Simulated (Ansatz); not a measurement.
C₂H₄AlN (`[CH3][AlH][C]#N`): the same geometry under several functionals.

```yaml
crystal:
  periodic: [false, false, false]
  atoms:
    - {symbol: C, position_ang: [-0.707874, 1.015090, -0.332234]}
    - {symbol: Al, position_ang: [-0.141820, -0.683210, 0.402636]}
    - {symbol: C, position_ang: [1.702925, -1.234826, 0.128559]}
    - {symbol: N, position_ang: [2.800827, -1.548158, -0.041198]}
    - {symbol: H, position_ang: [-1.527000, 0.873125, -1.044968]}
    - {symbol: H, position_ang: [-1.095091, 1.668742, 0.456176]}
    - {symbol: H, position_ang: [0.100435, 1.540503, -0.844232]}
    - {symbol: H, position_ang: [-1.040203, -1.688365, 1.219463]}
basis:
  gaussian: {orbitals: def2-TZVPP}
hamiltonian: {xc: {name: wB97X-V}}
output: {orbitals: {seedname: orbitals}}
```

```sh
$ ansatz run in.yaml --threads 2 --pin off --events-out ev --progress --plain --max-ram 22528MiB --backend cpu
```

Output, abridged:

```
Functional definition: wB97X-V
1039 factors; their error is unknown
255 factors; integrals over basis functions are off by at most 1.8e-5 eV
mean field evaluation 1: about -10219.8176 eV, gradient 5.1e1 eV
mean field evaluation 2: about -10220.2915 eV, gradient 5.0e1 eV
mean field evaluation 4: about -10225.3278 eV, gradient 2.4e0 eV
mean field evaluation 8: about -10225.3539 eV, gradient 4.0e-2 eV
mean field -10225.35391664 eV, -375.7748254426 hartree, gradient 5.4e-5 eV, S^2 0.000000; 0 other end points of the search recorded, 0 dependent functions left out
reference -10225.35391460 eV, -375.7748253678 hartree; 18, 18 occupied and 173, 173 virtual orbitals, 1039 factors
Total energy: -10225.35391460 eV, -375.7748253678 hartree
```

It took 6.5 s on 2 threads of an AMD EPYC 7R13 on a shared host, with 0.53 GiB of host memory at the peak.

Changing it to `hamiltonian: {xc: pbe0, dispersion: d4}` (abridged; 2.5 s):

```
Functional definition: PBE0
mean field -10219.90524870 eV, -375.5745905892 hartree, gradient 4.6e-5 eV, S^2 0.000000
Total energy: -10220.00923659 eV, -375.5784120738 hartree
```

With the line `hamiltonian: {xc: {name: B3LYP}, dispersion: d4}` and forces (abridged; 4.1 s):

```
Functional definition: B3LYP
mean field evaluation 16: about -10228.3930 eV, gradient 1.6e-5 eV
mean field -10228.39296634 eV, -375.8865084593 hartree, gradient 1.6e-5 eV, S^2 0.000000
Total energy: -10228.59159720 eV, -375.8938080086 hartree
Atom 0 force    -0.027405     0.072790    -0.032498 eV/Å
Atom 1 force    -0.034065    -0.122468     0.080396 eV/Å
Atom 2 force    -0.059099     0.014891     0.009889 eV/Å
Atom 3 force     0.065896    -0.018120    -0.011137 eV/Å
Atom 4 force     0.034481     0.018942     0.026376 eV/Å
Atom 5 force     0.015302    -0.018074    -0.041332 eV/Å
Atom 6 force    -0.047668    -0.015169     0.022054 eV/Å
Atom 7 force     0.052558     0.067207    -0.053747 eV/Å
Dipole moment:    -0.740980     0.360154     0.034673 e Å
```

The same input with `hamiltonian: {xc: {name: r2SCAN0}, dispersion: d4}` (abridged; 4.2 s):

```
Functional definition: r2SCAN0
mean field evaluation 16: about -10223.9660 eV, gradient 2.8e-5 eV
mean field -10223.96595503 eV, -375.7238187944 hartree, gradient 2.8e-5 eV, S^2 0.000000
Total energy: -10224.00170044 eV, -375.7251324139 hartree
```

With the line `hamiltonian: {xc: pbe, dispersion: d4}` and forces (abridged; 2.7 s):

```
Functional definition: PBE
mean field evaluation 16: about -10219.0565 eV, gradient 1.2e-4 eV
mean field -10219.05650775 eV, -375.5433999345 hartree, gradient 1.7e-5 eV, S^2 0.000000
Total energy: -10219.17927598 eV, -375.5479115839 hartree
Atom 0 force     0.032714    -0.052966     0.017663 eV/Å
Atom 1 force     0.034223    -0.044281     0.016929 eV/Å
Atom 2 force    -1.356922     0.382909     0.211702 eV/Å
Atom 3 force     1.451424    -0.413600    -0.225266 eV/Å
Atom 4 force    -0.157153    -0.020240    -0.130905 eV/Å
Atom 5 force    -0.078272     0.124015     0.143528 eV/Å
Atom 6 force     0.147765     0.101117    -0.096375 eV/Å
Atom 7 force    -0.073778    -0.076955     0.062723 eV/Å
Dipole moment:    -0.722031     0.364871     0.026304 e Å
```

Changing it to `hamiltonian: {xc: {name: r2SCANh}, dispersion: d4}` (abridged; 4 s):

```
Functional definition: r2SCANh
mean field -10224.34170314 eV, -375.7376272828 hartree, gradient 7.5e-5 eV, S^2 0.000000
Total energy: -10224.37400965 eV, -375.7388145252 hartree
```

B3LYP takes the VWN-RPA correlation (the form of Gaussian; ORCA's B3LYP/G).
